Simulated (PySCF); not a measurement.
# Exercise with solution: dipole moment from atomic charges

In(F)2(GeH3) (F2GeH3In), SMILES [F][In]([F])[GeH3]. Atoms are numbered in the order given.

```xyz
7

In    -0.5024     0.2983    -0.3762
F     -2.2884    -0.4328    -0.7069
F     -0.4008     2.0308    -1.2824
Ge     1.3650    -0.8108     1.0150
H      1.1799    -0.3820     2.4779
H      1.2371    -2.3344     0.8890
H      2.7250    -0.3336     0.4900
```
Charge 0, spin multiplicity 1.

The structure is a stationary point at PBE0-D3(BJ)/def2-SVP. The structure was generated by enumeration; whether it is a known compound was not checked. The def2 effective core potentials stand for the cores of In; spin–orbit coupling is left out.

Charges (e) from PySCF with B3LYP/def2-TZVP:

```json
[
 {"atom": "In1", "ESP fit": "1.023", "Mulliken": "0.924"},
 {"atom": "F2", "ESP fit": "-0.475", "Mulliken": "-0.487"},
 {"atom": "F3", "ESP fit": "-0.473", "Mulliken": "-0.487"},
 {"atom": "Ge4", "ESP fit": "-0.286", "Mulliken": "-0.031"},
 {"atom": "H5", "ESP fit": "0.072", "Mulliken": "0.024"},
 {"atom": "H6", "ESP fit": "0.070", "Mulliken": "0.028"},
 {"atom": "H7", "ESP fit": "0.070", "Mulliken": "0.028"}
]
```

The dipole moment of the full density is 4.92 D.

Q: What dipole moment does each set of point charges give, and which comes closer to that of the density?

A: 
μ = Σ q r, and 1 e Å = 4.8032 D.
ESP fit: Σ q r = (0.735, -0.432, 0.542) e Å, |μ| = 4.85 D.
Mulliken: Σ q r = (0.942, -0.561, 0.688) e Å, |μ| = 6.22 D.
ESP fit comes closer in size. Point charges leave out the atoms' own dipoles (lone pairs, polarised bonds); fits to the potential absorb them, partitions of the density don't.
